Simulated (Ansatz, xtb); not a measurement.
## A geometry optimisation of C2H5GaGe with r2SCAN-D4/def2-SVP

The starting geometry of this gas-phase singlet was built from a drawn formula by distance geometry; its bonds are those of `[GaH2][C]1=[CH][GeH2]1`.

| atom | x (Å) | y (Å) | z (Å) |
| --- | --- | --- | --- |
| C | -1.2477 | -0.6373 | -0.7303 |
| C | -0.4275 | -1.0121 | 0.2114 |
| Ga | -1.8263 | -0.4076 | -2.7884 |
| Ge | -2.0487 | -0.3285 | 0.9921 |
| H | -3.4188 | -0.0594 | -2.7821 |
| H | -1.1715 | 1.0008 | -3.3190 |
| H | 0.5975 | -1.3548 | 0.4566 |
| H | -2.2275 | 1.1524 | 1.2906 |
| H | -3.1447 | -1.3191 | 1.3873 |

Question: Predict what becomes of its bonds when it is optimised with r2SCAN-D4/def2-SVP.

Answer: A new bond forms, giving a structure given below by its coordinates. Distances that change by over a tenth: C1–Ge4 (1.92 → 2.20 Å), C2–Ge4 (1.92 → 2.23 Å). Contacts that close: Ga3–Ge4 (3.79 → 2.52 Å).

The energy falls by 1.60 eV over 23 steps:

```json
{"step": "1", "E − E(last) (eV)": "1.596"}
{"step": "3", "E − E(last) (eV)": "0.459"}
{"step": "6", "E − E(last) (eV)": "0.272"}
{"step": "8", "E − E(last) (eV)": "0.232"}
{"step": "11", "E − E(last) (eV)": "0.189"}
{"step": "13", "E − E(last) (eV)": "0.137"}
{"step": "16", "E − E(last) (eV)": "0.037"}
{"step": "18", "E − E(last) (eV)": "0.009"}
{"step": "21", "E − E(last) (eV)": "0.000"}
{"step": "23", "E − E(last) (eV)": "0.000"}
```

Final geometry (Å):

```json
{"atom": "C", "x (Å)": "-0.7982", "y (Å)": "-0.8438", "z (Å)": "-1.0584"}
{"atom": "C", "x (Å)": "-0.4214", "y (Å)": "-1.1517", "z (Å)": "0.1040"}
{"atom": "Ga", "x (Å)": "-2.1527", "y (Å)": "0.0820", "z (Å)": "-2.2215"}
{"atom": "Ge", "x (Å)": "-2.3037", "y (Å)": "0.0254", "z (Å)": "0.2936"}
{"atom": "H", "x (Å)": "-3.1352", "y (Å)": "-0.9121", "z (Å)": "-2.8947"}
{"atom": "H", "x (Å)": "-1.6440", "y (Å)": "1.4484", "z (Å)": "-2.7517"}
{"atom": "H", "x (Å)": "0.1827", "y (Å)": "-1.5806", "z (Å)": "0.8923"}
{"atom": "H", "x (Å)": "-1.6486", "y (Å)": "1.0487", "z (Å)": "1.2415"}
{"atom": "H", "x (Å)": "-2.9942", "y (Å)": "-1.0821", "z (Å)": "1.1130"}
```

From the same start GFN2-xTB ends elsewhere, differing in C1–Ge4 (2.48 against 2.20 Å here), Ga3–H8 (1.79 against 3.63 Å here).

No frequencies were run, so the end isn't proven a minimum. Run with Ansatz 0.2.0, 85 s on 2 threads of Intel(R) Xeon(R) Platinum 8375C CPU @ 2.90GHz (Ice Lake), on a shared host.
